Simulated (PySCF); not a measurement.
silicon monosulfide (SSi), SMILES S=[Si] (connectivity only; charge and spin as stated), neutral, multiplicity 1. Atoms are numbered in the order given.

```xyz
2

Si     0.0000     0.0000    -1.0408
S      0.0000     0.0000     0.9107
```
Charge 0, spin multiplicity 1.

Geometry: PBE-D3(BJ)/def2-TZVPD.

All values below come from PySCF with PBE0/pcSseg-2.

GIAO shieldings, no solvent; atoms alike by connectivity are averaged. δ = σ(ref) − σ: ²⁹Si against TMS (σ = 341.9 ppm); ³³S against H2S (σ = 711.3 ppm), references at their B3LYP-D3(BJ)/def2-TZVP geometries, non-relativistic.

```csv
nucleus,atoms,count,δ (ppm)
²⁹Si,Si1,1,416.6
³³S,S2,1,861.2
```
